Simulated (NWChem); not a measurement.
# CH$_{7}$NSi$_{2}$; SMILES [SiH3]/C=N\[SiH3]

```xyz
11

Si     0.3805     1.8113    -0.2133
C     -1.0309     0.5702     0.2032
N     -0.9569    -0.6916     0.3045
Si     0.4011    -1.7832     0.1159
H      1.4632     1.7248     0.8127
H     -0.1908     3.1908    -0.2193
H      0.9573     1.5048    -1.5571
H     -2.0300     1.0306     0.3738
H      0.5560    -2.5192     1.4027
H      1.7037    -1.1148    -0.2242
H      0.0491    -2.7396    -0.9718
```
Atoms are numbered in this order, from 1.

All runs: NWChem. Pople sets run with spherical d functions. The geometry was optimised at PBE0/def2-SVP. Core excitations by TDA in a window of 1s orbitals, non-relativistic and unshifted: absolute energies depend strongly on the exact-exchange share.

**Question.** Estimate the computed values for C K edge, PBE0/6-311G**. Quantities: first 1s excitation (eV); dipole oscillator strength of the first; first state with f > 0.002 (eV); dipole oscillator strength of that state.

**Answer.** 
| Quantity | Value |
|---|---|
| first 1s excitation (eV) | 275.2 |
| dipole oscillator strength of the first | 0.0448 |
| first state with f > 0.002 (eV) | 275.2 |
| dipole oscillator strength of that state | 0.0448 |
